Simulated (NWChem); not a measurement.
# InNH$_{3}$Cl; SMILES [Cl][InH][NH2]

```xyz
6

In    -0.3194     0.3626     0.0005
H     -1.9673     0.7803    -0.0765
Cl     0.2814    -1.9222    -0.0028
N      1.3284     1.5069    -0.0412
H      2.2295     1.0938     0.1753
H      1.3082     2.4888     0.2114
```
Atoms are numbered in this order, from 1.

All runs: NWChem. The geometry was optimised at PBE0/def2-SVP. def2 effective core potentials on In; no spin-orbit coupling. Vertical excitations in the gas phase; the lowest state need not have the same character in each row.

Question: Order these by “lowest excitation, singlet (eV)”, lowest first: PBE/def2-SVP, full TDDFT; CAM-B3LYP/def2-SVP, full TDDFT; B3LYP/def2-SVP, full TDDFT; PBE0/def2-SVP, full TDDFT.

Answer: PBE/def2-SVP, full TDDFT (4.50), B3LYP/def2-SVP, full TDDFT (4.92), PBE0/def2-SVP, full TDDFT (5.15), CAM-B3LYP/def2-SVP, full TDDFT (5.39)
